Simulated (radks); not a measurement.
Species: Hg+. Configuration: [Xe] 4f14 5d10 6s1. Method: Dirac Kohn-Sham, PBE, spin-unpolarised, spherical densities, finite nucleus; Fermi nuclear charge, rms radius 5.4648 fm; computed with a radial shooting solver on a logarithmic mesh with Libxc functionals.

Normalised radial functions P(r) = r R(r) (large component), r in bohr:

| r | 4f7/2 | 5d3/2 | 6s1/2 |
|---|---|---|---|
| 0.0007314 | 0.0000 | 0.0000 | 0.0224 |
| 0.0009833 | 0.0000 | 0.0000 | 0.0279 |
| 0.001333 | 0.0000 | 0.0000 | 0.0345 |
| 0.001806 | 0.0000 | 0.0001 | 0.0422 |
| 0.002428 | 0.0000 | 0.0002 | 0.0505 |
| 0.003291 | 0.0000 | 0.0003 | 0.0592 |
| 0.004425 | 0.0000 | 0.0007 | 0.0668 |
| 0.005997 | 0.0000 | 0.0014 | 0.0717 |
| 0.008062 | 0.0001 | 0.0029 | 0.0708 |
| 0.01093 | 0.0002 | 0.0062 | 0.0601 |
| 0.01481 | 0.0006 | 0.0128 | 0.0354 |
| 0.01991 | 0.0016 | 0.0256 | -0.0037 |
| 0.02698 | 0.0048 | 0.0500 | -0.0545 |
| 0.03628 | 0.0132 | 0.0911 | -0.0985 |
| 0.04916 | 0.0352 | 0.1555 | -0.1088 |
| 0.06663 | 0.0874 | 0.2357 | -0.0547 |
| 0.08958 | 0.1952 | 0.2978 | 0.0546 |
| 0.1214 | 0.4006 | 0.2808 | 0.1511 |
| 0.1632 | 0.7103 | 0.1207 | 0.1189 |
| 0.2212 | 1.0941 | -0.1744 | -0.0667 |
| 0.2998 | 1.4020 | -0.4241 | -0.2227 |
| 0.4031 | 1.4613 | -0.3829 | -0.1188 |
| 0.5463 | 1.2211 | 0.0208 | 0.1943 |
| 0.7345 | 0.8135 | 0.5460 | 0.3504 |
| 0.9954 | 0.4113 | 0.8877 | 0.1147 |
| 1.338 | 0.1565 | 0.8817 | -0.3389 |
| 1.814 | 0.0402 | 0.6398 | -0.6753 |
| 2.458 | 0.0065 | 0.3540 | -0.6941 |
| 3.305 | 0.0006 | 0.1500 | -0.4796 |
| 4.479 | 0.0000 | 0.0433 | -0.2205 |
| 6.022 | 0.0000 | 0.0080 | -0.0642 |
| 8.161 | 0.0000 | 0.0007 | -0.0096 |

4f7/2: eigenvalue -102.80 eV, 0 radial nodes, <r> = 0.486 bohr, 90 % of the charge inside 0.778 bohr. 5d3/2: eigenvalue -19.991 eV, 2 radial nodes at r = 0.187, 0.540 bohr, <r> = 1.44 bohr, 90 % of the charge inside 2.22 bohr. 6s1/2: eigenvalue -14.710 eV, 5 radial nodes at r = 0.0194, 0.0781, 0.201, 0.456, 1.08 bohr, <r> = 2.51 bohr, 90 % of the charge inside 3.70 bohr.
